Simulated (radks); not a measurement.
Problem. The mean radii <r> (bohr) of the occupied orbitals of an atom or ion are listed with their occupations. All-electron calculation, scalar-relativistic Kohn-Sham, PBE, spin-unpolarised, spherical densities, point nucleus. Program: a radial shooting solver on a logarithmic mesh with Libxc functionals.

orbital  occ.      <r>
1s          2  0.03185
2s          2   0.1383
2p          6   0.1206
3s          2   0.3792
3p          6   0.3785
3d         10   0.3573
4s          2   0.9274
4p          6    1.005
4d          5    1.229
5p          2    2.593

Name the element and its charge.

Solution. Z = 46, palladium, charge +3: Pd3+ in [Kr] 4d5 5p2. The 1s radius gives Z: for a bare nucleus <r> = (2 gamma + 1)/(2Z) with gamma = sqrt(1 - (Z/c)^2), 0.03135 bohr for Z = 46, and screening makes it slightly larger (0.03185 here). The occupations add up to 43, and the charge is Z minus that.
